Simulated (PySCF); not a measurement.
Molecule: `C[NH][GeH2][NH][GeH2][F]`, CH9FGe2N2.

Geometry:
```
atom   x (Å)   y (Å)   z (Å)
  C1  -2.306   0.414  -0.291
  N2  -0.936   0.122   0.045
 Ge3  -0.048  -1.393  -0.437
  N4   1.700  -0.814  -0.454
 Ge5   2.086   0.951  -0.316
  F6   1.425   1.560   1.201
  H7  -2.475   1.503  -0.338
  H8  -2.544   0.013  -1.290
  H9  -3.053  -0.005   0.412
 H10  -0.600   0.574   0.891
 H11  -0.591  -1.777  -1.828
 H12  -0.114  -2.613   0.516
 H13   2.396  -1.440  -0.060
 H14   3.608   1.114  -0.183
 H15   1.436   1.792  -1.413
```

Geometry PBE0-D3(BJ)/def2-SVP throughout; GIAO in PySCF 2.14.0 with density-fitted response routines, gas phase, one conformer, non-relativistic; equivalent atoms averaged; functional PBE0.

(1) How do the shifts δ (against TMS, NH3, GeMe4 at the same level) depend on the basis set? (a selection of nuclei; ppm; last column core-seconds on shared hosts with different chips, so compare them loosely)

(2) Which nucleus among those listed moves most, in ppm?

(3) Taking the largest basis, def2-TZVP (274 functions), as the yardstick, rank the others by their worst heavy-atom deviation.

Results:

(1) 
```csv
basis set,functions,C1,N2,N4,Ge5,Ge3,H14/H15,H7/H8/H9,H10,H13,core-s
STO-3G,65,36.3,-41.1,-81.0,62.5,49.6,2.57,1.36,-2.02,-2.93,8.2
pcSseg-0,104,34.4,17.8,22.5,34.2,-6.4,6.21,2.78,-0.64,0.02,12
6-31G,108,30.9,15.9,31.1,42.9,25.7,5.95,2.77,0.09,0.46,16
6-31G*,138,31.7,20.9,34.7,21.1,8.0,5.90,2.66,0.40,0.71,22
cc-pVDZ,155,31.5,35.3,44.3,-6.7,-33.4,5.47,2.65,0.74,0.77,26
def2-SVP,165,30.3,30.7,40.6,-16.4,-45.9,5.46,2.53,0.80,0.88,25
pcSseg-1,195,32.4,32.6,42.7,3.8,-18.8,5.46,2.73,0.90,1.00,32
aug-cc-pVDZ,245,30.6,32.5,44.3,-13.5,-33.6,5.77,2.83,1.06,1.01,51
def2-TZVP,274,32.2,34.2,44.1,9.2,-11.3,5.70,2.70,0.84,0.84,55
```

(2) N4 (nitrogen bonded to 2 Ge, H): from -81.0 ppm with STO-3G to 44.3 ppm with cc-pVDZ. The smallest spread is 1.47 ppm, at H7/H8/H9. Proton shifts span only some 12 ppm, so a few tenths of a ppm matter as much there as several ppm in carbon.

(3) pcSseg-1 7.6 ppm (195 functions), 6-31G* 19.3 ppm (138 functions), cc-pVDZ 22.1 ppm (155 functions), aug-cc-pVDZ 22.7 ppm (245 functions), pcSseg-0 25.1 ppm (104 functions), def2-SVP 34.6 ppm (165 functions), 6-31G 37.0 ppm (108 functions), STO-3G 125.1 ppm (65 functions).

Relativistic effects, spin–orbit coupling among them, are left out; they matter for Ge and for the light atoms bonded to it.

A small basis that lands close on one nucleus may do so by chance; judge by the trend and by all nuclei.
